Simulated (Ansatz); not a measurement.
`OCC(F)(F)C(F)F` and `OCC(F)(F)F` differ in one atom or group.

Ansatz, PBE0-D4/def2-TZVP geometries, multiplicity 1. Each molecule was computed in one conformer, which needn't be the lowest.

```tsv
property	`OCC(F)(F)C(F)F`
HOMO energy (B3LYP/def2-TZVPP) / eV	-8.55
size of the dipole moment (ωB97M-V/def2-TZVPP) / D	2.26
zero-point energy (PBE0-D4/def2-TZVP) / kJ/mol	207.3
ideal-gas entropy at 298 K and 1 bar (rigid rotor, harmonic PBE0-D4/def2-TZVP) / J/(mol·K)	368
LUMO energy (ωB97M-V/def2-TZVPP) / eV	2.22
size of the dipole moment (B3LYP/def2-TZVPP) / D	2.27
```

Task: What does the change do to each property? (Estimate.)

Result: Computed: 
```csv
property,`OCC(F)(F)F`,shift
HOMO energy (B3LYP/def2-TZVPP) / eV,-8.61,-0.06
size of the dipole moment (ωB97M-V/def2-TZVPP) / D,1.71,-0.55
zero-point energy (PBE0-D4/def2-TZVP) / kJ/mol,152.2,-55.1
"ideal-gas entropy at 298 K and 1 bar (rigid rotor, harmonic PBE0-D4/def2-TZVP) / J/(mol·K)",320,-48
LUMO energy (ωB97M-V/def2-TZVPP) / eV,2.34,0.12
size of the dipole moment (B3LYP/def2-TZVPP) / D,1.71,-0.56
```

With PBE0 the HOMO falls by 0.08 eV and the LUMO rises by 0.13 eV, so the gap widens by about 0.21 eV. PBE moves the HOMO by -0.04 eV and ωB97M-V by -0.12 eV. The zero-point energy changes by -55.1 kJ/mol with -9 modes. Dipoles are sizes alone; their direction can turn.

B3LYP here is the variant with VWN-RPA as its local correlation; programs differ in this.
